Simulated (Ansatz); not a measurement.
Job for Ansatz (a first-principles code): R-wB97X-V/def2-TZVPP on H2Se2 (SMILES [SeH][SeH]), a point of a torsion scan.

Ansatz 0.2 input:
```yaml
crystal:
  periodic: [false, false, false]
  atoms:
    - {symbol: Se, position_ang: [-1.10698858, 0.62186347, 0.35531553]}
    - {symbol: Se, position_ang: [1.10181718, 0.55884003, -0.36715478]}
    - {symbol: H, position_ang: [-1.53799723, -0.55385660, -0.37699438]}
    - {symbol: H, position_ang: [0.82066103, -0.04233305, -1.65708300]}
basis:
  gaussian:
    orbitals: def2-TZVPP
hamiltonian:
  xc: {name: wB97X-V}
scf: {lower_state_search: off}
```

Program output:

```
WARN ansatz: RAYON_NUM_THREADS=1 ignored (pool sized by the plan → 1); use --threads N
Functional definition: wB97X-V
these checks for a lower state are left out or cut short: stability, starts, cluster_reference, orbital_swaps, neighbouring_geometries, increment
integrals: 0.07 GiB planned
936 factors; their error is unknown
integrals: 0.10 GiB planned
161 factors; integrals over basis functions are off by at most 3.9e-5 eV
mean field: 0.64 GiB planned
mean field evaluation 1: about -130718.9308 eV, gradient 1.2e1 eV
mean field evaluation 2: about -130719.2424 eV, gradient 6.4e0 eV
mean field evaluation 4: about -130719.3009 eV, gradient 3.9e-1 eV
mean field evaluation 8: about -130719.8389 eV, gradient 4.2e-1 eV
mean field evaluation 16: about -130719.8391 eV, gradient 4.0e-5 eV
mean field -130719.83906996 eV, -4803.8654807317 hartree, gradient 3.8e-6 eV, S^2 0.000000; 0 other end points of the search recorded, 0 dependent functions left out
reference -130719.83906852 eV, -4803.8654806790 hartree; 35, 35 occupied and 89, 89 virtual orbitals, 936 factors
Total energy: -130719.83906852 eV, -4803.8654806790 hartree
Checks for a lower state left out: stability, starts, cluster_reference, orbital_swaps, neighbouring_geometries, increment
```

The calculation finished and met its thresholds.

Cost: roughly 3 core-seconds.
